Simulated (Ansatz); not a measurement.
`C=C([SiH3])SC` + `SS` → `C=C([SiH3])SS` + CH₃SH  (substitution at a C–S bond)

Computed with Ansatz on PBE0-D4/def2-TZVP structures; ΔE is electronic, products minus reactants. CBS: MP2 limit from def2 TZ/QZ plus the TZ coupled-cluster correction, frozen cores. This one scheme is used for every species. Functionals use def2-TZVPP. B3LYP here is the variant with VWN-RPA as its local correlation; programs differ in this. One conformer a species, not always the lowest.

```csv
level,ΔE (kcal/mol),difference from CCSD(T)/CBS
PBE-D4,-2.1,-0.2
r2SCAN-D4,-1.9,0.0
PBE0-D4,-2.0,-0.1
B3LYP-D4,-2.0,-0.1
ωB97X-V,-1.8,0.1
ωB97M-V,-1.9,0.0
PBE,-1.9,0.0
r2SCAN,-1.9,0.0
PBE0,-1.8,0.1
HF/def2-TZVPP,-1.3,0.6
MP2/def2-TZVPP,-2.4,-0.5
SCS-MP2/def2-TZVPP,-2.1,-0.2
CCSD/def2-TZVPP,-1.7,0.2
CCSD(T)/def2-TZVPP,-1.9,0.0
HF/def2-QZVPP,-1.1,0.8
HF/CBS(def2),-1.1,0.8
CCSD(T)/CBS,-1.9,0
```

Largest T1 diagnostic among the species: 0.013.
